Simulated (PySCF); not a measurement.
## Ionisation energy of Bi⁺ by level of theory

Bi⁺ [Xe] 4f14 5d10 6s2 6p2 (3P) → Bi²⁺ [Xe] 4f14 5d10 6s2 6p1 (2P), as a difference of total energies. All numbers are calculated (PySCF 2.14, scalar relativity by spin-free X2C-1e, in x2c-QZVPPall). Correlated levels: valence: [Xe] 4f14 5d10 frozen; valence and next inner shell: [Kr] 4d10 4f14 frozen. The calculations carry no spin-orbit coupling.

Task: Order these methods by the ionisation energy they give, lowest first.
A. PBE
B. PBE0
C. MP2 (valence)
D. LDA

Result: C (15.628 eV), A (15.780 eV), B (15.842 eV), D (16.006 eV).

Spin-orbit coupling is strong in these open shells (close to jj coupling). The scalar numbers leave it out and a first-order estimate fails, so it can dominate the gap to the real levels.

For comparison: 16.703 eV (measured; NIST Atomic Spectra Database, ionization energies).
